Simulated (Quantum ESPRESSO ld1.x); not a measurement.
Values are calculated unless marked as measured or tabulated.
All-electron atom: Hg44+ in [Kr] (the NIST ground configuration).

Code: ld1.x of Quantum ESPRESSO 7.5. Model: Dirac Kohn-Sham, PBE, spin-unpolarised, spherical densities, point nucleus.

Energy parts (hartree):
| part | energy |
|---|---|
| total | -18372.27 |
| kinetic | 21407.96 |
| electron-nucleus | -43320.41 |
| Hartree | 3828.33 |
| exchange-correlation | -288.15 |

Orbitals (lengths in bohr, moments of r in powers of bohr; r(90%) holds 90 % of the orbital's charge):
| orbital | occ. | eigenvalue (hartree) | <1/r> | <r^4> | <r> | r(90%) |
|---|---|---|---|---|---|---|
| 1s1/2 | 2 | -3130.94 | 97.67 | 3.991e-07 | 0.01658 | 0.0303 |
| 2s1/2 | 2 | -619.423 | 24.07 | 0.00005756 | 0.06918 | 0.108 |
| 2p1/2 | 2 | -597.522 | 24.00 | 0.00003414 | 0.05688 | 0.0949 |
| 2p3/2 | 4 | -525.856 | 19.43 | 0.00005350 | 0.06553 | 0.106 |
| 3s1/2 | 2 | -204.333 | 8.954 | 0.001971 | 0.1778 | 0.261 |
| 3p1/2 | 2 | -194.722 | 8.859 | 0.001703 | 0.1681 | 0.253 |
| 3p3/2 | 4 | -178.342 | 7.672 | 0.002331 | 0.1830 | 0.273 |
| 3d3/2 | 4 | -162.855 | 7.556 | 0.001504 | 0.1589 | 0.246 |
| 3d5/2 | 6 | -159.310 | 7.288 | 0.001651 | 0.1634 | 0.252 |
| 4s1/2 | 2 | -94.9814 | 4.265 | 0.02928 | 0.3591 | 0.508 |
| 4p1/2 | 2 | -90.8039 | 4.190 | 0.02889 | 0.3551 | 0.508 |
| 4p3/2 | 4 | -85.5221 | 3.789 | 0.03638 | 0.3771 | 0.538 |

The highest occupied level is 4p3/2 at -2327.2 eV. The density falls to 0.001 e/bohr^3 at r = 0.95 bohr.
